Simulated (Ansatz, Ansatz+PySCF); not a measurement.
```xyz
6

C    -0.0351   -0.0026   -0.7365
C    -0.0328   -0.0217    0.7973
O    -0.0158    1.0540   -1.3110
O     0.0160   -1.0932    1.3198
H    -0.0497   -0.9753   -1.2493
H    -0.0296    0.9972    1.2889
```

Basis set: def2-SVP (spherical functions). Correlated methods keep 4 orbitals frozen. Charge 0, multiplicity 1.

Computed with Ansatz (development build ahead of 0.2.0); each method stands on the lowest determinant of its kind that the runs found. Restricted open shells among the atoms or ions are ROHF, correlated in semicanonical orbitals with singles. Restricted functionals stand beside restricted open-shell atoms, which can lie above the unrestricted atoms usual in DFT and then raise those values.

The atomization energy at this shape (free ground-state atoms in the same class of orbitals less the molecule, no zero-point energy) of singlet C₂H₂O₂:

| method | atomization energy |
| --- | --- |
| ωB97X (restricted) | 27.95 eV |
| ωB97X (unrestricted) | 27.65 eV |
| r²SCAN (unrestricted) | 27.80 eV |
| r²SCAN (restricted) | 28.14 eV |
| PBE (unrestricted) | 29.09 eV |
| PBE (restricted) | 29.26 eV |
| PBE0 (restricted) | 28.05 eV |
| PBE0 (unrestricted) | 27.83 eV |
| RHF-CCSD(T) | 26.14 eV |
| RHF-MP2 | 27.01 eV |
| UHF | 18.56 eV |
| RHF | 19.06 eV |

Task: What does UHF-MP2 give?

Result: 26.82 eV. Caution for UHF-MP2: another reference gives a lower total.
